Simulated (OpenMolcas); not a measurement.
# Ag6+: CASPT2 settings compared

- Program: OpenMolcas 26.06
- Basis: ANO-RCC-VTZP [7s6p4d2f1g]
- Scalar Hamiltonian: DKH2, point nucleus
- Active space: 5 electrons in 5 orbitals (4d)
- State averaging: 2S+1 = 6 even, 1 root; 2S+1 = 4 even, 24 roots kept (CI in the orbitals of an earlier block); 2S+1 = 2 even, 53 roots kept (CI in the orbitals of an earlier block)
- Spin-orbit coupling: state interaction with AMFI integrals over the reference wave functions, term energies averaged over their components

Methods on the same reference wave functions:
A. CASSCF
B. SS-CASPT2, IPEA 0.5 Eh, imaginary shift 0.05 Eh (closed shells correlated: 4s 4p)
C. SS-CASPT2, IPEA 0.2 Eh, sigma2 regulariser 0.3 Eh (closed shells correlated: 4s 4p)
D. MS-CASPT2, IPEA 0.2 Eh, sigma2 regulariser 0.3 Eh (closed shells correlated: 4s 4p)
E. MS-CASPT2, IPEA 0.5 Eh, imaginary shift 0.05 Eh (closed shells correlated: 4s 4p)
F. XMS-CASPT2, IPEA 0.1 Eh, real shift 0.25 Eh (closed shells correlated: 4s 4p)

Energies in cm⁻¹ above 4d⁵ ⁶S_5/2, the measured ground level; measured values from the list in Gamrath, thesis, University of Mons (2023).

| Level | A | B | C | D | E | F | Measured |
| --- | --- | --- | --- | --- | --- | --- | --- |
| 4d⁵ ⁶S_5/2 | 0.0 | 0.0 | 0.0 | 0.0 | 0.0 | 0.0 | 0.0 |
| 4d⁵ ⁴G_5/2 | 35006 | 31500 | 31450 | 31460 | 31510 | 31290 | 29390 |
| 4d⁵ ⁴G_7/2 | 35735 | 32370 | 32330 | 32340 | 32370 | 32170 | 30378 |
| 4d⁵ ⁴G_11/2 | 35895 | 32600 | 32570 | 32570 | 32600 | 32410 | 30662 |
| 4d⁵ ⁴G_9/2 | 36141 | 32840 | 32820 | 32820 | 32840 | 32660 | 30907 |
| 4d⁵ ⁴P_5/2 [51 %] | 38975 | 34340 | 34230 | 34230 | 34340 | 34130 |  |
| 4d⁵ ⁴P_3/2 [58 %] | 39956 | 35240 | 35130 | 35130 | 35240 | 35050 | 32994 |
| 4d⁵ ⁴P_1/2 [69 %] | 41303 | 36680 | 36570 | 36570 | 36680 | 36480 | 34605 |
| 4d⁵ ⁴D_7/2 | 43848 | 38590 | 38490 | 38490 | 38590 | 38460 | 36485 |
| 4d⁵ ⁴D_1/2 [70 %] | 45718 | 40680 | 40570 | 40570 | 40680 | 40520 | 38685 |
| 4d⁵ ⁴D_5/2 [59 %] | 46688 | 41650 | 41530 | 41530 | 41650 | 41460 | 39299 |
| 4d⁵ ⁴D_3/2 [57 %] | 46859 | 41920 | 41820 | 41820 | 41920 | 41750 | 39788 |
| 4d⁵ ²I_11/2 | 50883 | 47250 | 47110 | 47110 | 47250 | 46830 | 44011 |
| 4d⁵ ²I_13/2 | 52189 | 48670 | 48550 | 48550 | 48670 | 48280 | 45546 |
| 4d⁵ ²D_3/2 [54 %] | 57246 | 51160 | 50920 | 50920 | 51160 | 50710 |  |
| 4d⁵ ⁴F_9/2 [66 %] | 58494 | 52310 | 52140 | 52140 | 52310 | 51990 | 49104 |
| 4d⁵ ⁴F_5/2 | 60267 | 54070 | 53950 | 53860 | 53980 | 53700 | 51049 |
| 4d⁵ ²F_7/2(1) [53 %] | 61934 | 56170 | 55930 | 56020 | 56240 | 55780 |  |
| 4d⁵ ²H_9/2 [52 %] | 62776 | 57310 | 57030 | 57030 | 57310 | 56800 |  |
| 4d⁵ ⁴F_3/2 [54 %] | 63007 | 56890 | 56690 | 56690 | 56890 | 56500 |  |
| 4d⁵ ²G_7/2 | 65981 | 59610 | 59210 | 59100 | 59500 | 58980 | 55773 |
| 4d⁵ ²H_11/2 | 66135 | 61430 | 61140 | 61140 | 61430 | 60840 | 57962 |

Deviations, from unrounded energies. A percentage is the sum of absolute deviations over the sum of measured energies, with the sign that they share, or ± where signs differ.

| Against measurement | Levels | A | B | C | D | E | F |
| --- | --- | --- | --- | --- | --- | --- | --- |
| mean absolute deviation (cm-1) | 16 | 7200 | 2500 | 2400 | 2400 | 2500 | 2300 |
| other terms of the ground configuration (%) | 16 | +17.7 | +6.3 | +6.0 | +6.0 | +6.3 | +5.6 |

F lies closest to measurement on these levels and A furthest from it. The largest miss of F in the table is 4d⁵ ²G_7/2, by +3200 cm-1. The ranking rests on the paired levels alone, and a cruder setting can come out closer through cancelling errors.

Among B to F the level of the table that moves most is 4d⁵ ²G_7/2, by 620 cm-1 (lowest in F, highest in B). Moves below CASPT2's spread within the term are not significant.

The mean deviations of B to F differ by less than CASPT2's widest spread within a term (1200 cm-1), so their order carries little weight.

From A to B the spin-free energies of the other terms of 4d⁵ shown, above ⁶S, scale by factors of 0.88 to 0.93, as is usual when dynamic correlation screens the repulsion within a d or f shell.

The lowest spin-free term lies below A's lowest term by 0.307 hartree in B, 0.316 hartree in C, 0.316 hartree in D, 0.307 hartree in E, 0.319 hartree in F.

Term energies are means over components that CASPT2 splits; among the terms shown or strongly mixed into the levels shown the widest spread is 1200 cm-1 (4d⁵ ²I, E). Terms from blocks run as CI alone lack orbitals of their own. Without dynamic correlation excited terms often stand tens of per cent too high (terms of higher spin than the ground term too low), and those without a measured partner can miss by more than the paired ones (holds for A). Some levels mix across a computed gap that differs much from the measured one, so their mixing is not that of the real levels (holds for A; B; E). The CASPT2 spread within a term exceeds the gap to the next term for 4d⁵ ²D and 4d⁵ ⁴F, 4d⁵ ²G and 4d⁵ ²H, so the order of their levels is uncertain, and so are names and mixing where such terms share a J (holds for E). Measured partners are found by configuration, term and J. A level has none where our copy of the source lacks it or the pairing is in doubt (some pairs that miss far off the trend of their configuration count as doubtful), and it then counts in no deviation. Only configurations of the active space appear. Levels that lie high or do not pair safely by name in every column are left out.

A share in square brackets marks a mixed level and gives the weight of the term that names it, the lowest over the columns. A number in round brackets counts repeated terms of one configuration in the order of the reference energies.
